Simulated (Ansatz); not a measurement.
Pulling on the Mg1–F2 bond in F2Mg (SMILES [F][Mg][F]) (multiplicity 1 held, fragments rigid). Energies count from the point at 1.751 Å.
Geometry at that point (charge 0, multiplicity 1):
```xyz
3

Mg     0.000     0.000     0.000
F      0.000     0.000     1.751
F      0.000     0.000    -1.751
```

Signs of static correlation in def2-SVPD, from Ansatz (a first-principles code) runs.

```
R (Å)  T1 of restricted CCSD  ⟨S²⟩ of UHF  largest double amplitude of restricted CCSD
-----  ---------------------  -----------  -------------------------------------------
1.401                  0.017        0.000                                        0.023
1.576                  0.017        0.000                                        0.017
1.751                  0.018        0.000                                        0.017
1.926                  0.019        0.000                                        0.024
2.101                  0.021        0.000                                        0.034
2.364                  0.023        0.000                                        0.035
2.627                  0.027        0.000                                        0.035
3.064                      …        0.771                                        0.054
3.502                  0.049        0.946                                            …
4.027                  0.081        0.990                                        0.147
4.728                  0.093        1.002                                        0.037
5.603                  0.048        1.004                                        0.037
```

### Question
Some entries are withheld; supply them.

### Answer

- 3.064, T1 of restricted CCSD: 0.035
- 3.502, largest double amplitude of restricted CCSD: 0.080

Doubts at one or more of the structures used: a restricted determinant that unrestricted orbitals would lower (R-CCSD(T)/def2-SVPD); T1 above 0.05 (R-CCSD(T)/def2-SVPD, U-CCSD(T)/def2-SVPD); a spin-contaminated determinant (U-CCSD(T)/def2-SVPD).
